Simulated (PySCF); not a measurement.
Method: B3LYP-D3(BJ)/def2-TZVP // M06-2X/def2-TZVP run with PySCF. All species are isolated molecules in the gas phase. One relaxed conformer stands for a flexible species; it need not be the lowest. B3LYP has the VWN-RPA correlation part, as in Gaussian. 

Reference species (SMILES): `B` (neutral, multiplicity 1).

```yaml
HOMO–LUMO gap: 7.53 eV
LUMO: -2.22 eV
```

Changed species: `BS` (X = mercapto; the reference has X = H).

Task: Give the shifts of the HOMO–LUMO gap and LUMO.

Result: the HOMO–LUMO gap falls by 0.84 eV, to 6.69 eV; the LUMO rises by 0.71 eV, to -1.51 eV.
